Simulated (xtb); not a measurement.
CH₅GaN, SMILES [CH3][Ga+][NH2], charge +1. All values are semi-empirical tight-binding results from xtb (GFN2-xTB unless named), good for trends rather than for accurate numbers. Coordinates come from a GFN2-xTB optimisation. The spin state was assumed, not searched. The isomer is the one that the SMILES or the coordinates give; other isomers of the formula were not compared. One conformer was computed; it need not be the lowest.

For metal compounds this method's bond lengths and energies can be far off.

* **point group as xtb finds it**: Cs
* **orbital gap**: 2.58 eV
* **zero-point energy**: 34.8 kcal/mol
* **G − E(el) at 298.15 K (modified RRHO)**: 16.6 kcal/mol
